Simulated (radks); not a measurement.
Results of a calculation; reference values are marked as such.
Species: Ce I. Configuration: [Xe] 4f1 5d1 6s2 (the NIST ground configuration). Code: a radial shooting solver on a logarithmic mesh with Libxc functionals. Model: scalar-relativistic Kohn-Sham, SOGGA, spin-polarised, spherical densities, finite nucleus; open shells are filled with parallel spins first (spin-orbit coupling, left out, can overturn this in heavy ions); Fermi nuclear charge, rms radius 4.8771 fm.

Unscreened Slater integrals over Kohn-Sham orbitals (hartree). They are taken over the spin-up orbitals.

| integral | value |
|---|---|
| F0(5d,5d) | 0.31370 |
| F2(5d,5d) | 0.15730 |
| F4(5d,5d) | 0.10201 |
| F0(5d,6s) | 0.24140 |
| G2(5d,6s) | 0.075456 |
| F0(5d,4f) | 0.40611 |
| F2(5d,4f) | 0.10827 |
| F4(5d,4f) | 0.055027 |
| G1(5d,4f) | 0.062957 |
| G3(5d,4f) | 0.046914 |
| G5(5d,4f) | 0.034825 |
| F0(5d,5p) | 0.37851 |
| F2(5d,5p) | 0.17145 |
| G1(5d,5p) | 0.19311 |
| G3(5d,5p) | 0.11847 |
| F0(6s,6s) | 0.21071 |
| F0(6s,4f) | 0.27284 |
| G3(6s,4f) | 0.011534 |
| F0(6s,5p) | 0.26284 |
| G1(6s,5p) | 0.018824 |
| F0(4f,4f) | 0.85061 |
| F2(4f,4f) | 0.39270 |
| F4(4f,4f) | 0.24414 |
| F6(4f,4f) | 0.17501 |
| F0(4f,5p) | 0.59642 |
| F2(4f,5p) | 0.22492 |
| G2(4f,5p) | 0.13398 |
| G4(4f,5p) | 0.10046 |
| F0(5p,5p) | 0.51188 |
| F2(5p,5p) | 0.27570 |

Derived for the open shells (J is the average intra-shell exchange parameter used in DFT+U). 4f: F4/F2 = 0.622, F6/F2 = 0.446, J = (286 F2 + 195 F4 + 250 F6)/6435 = 0.03165 hartree. 5d: Racah B = F2/49 - 5 F4/441 = 0.002054 hartree, C = 35 F4/441 = 0.008096 hartree, C/B = 3.94, F4/F2 = 0.649, J = (F2 + F4)/14 = 0.01852 hartree.
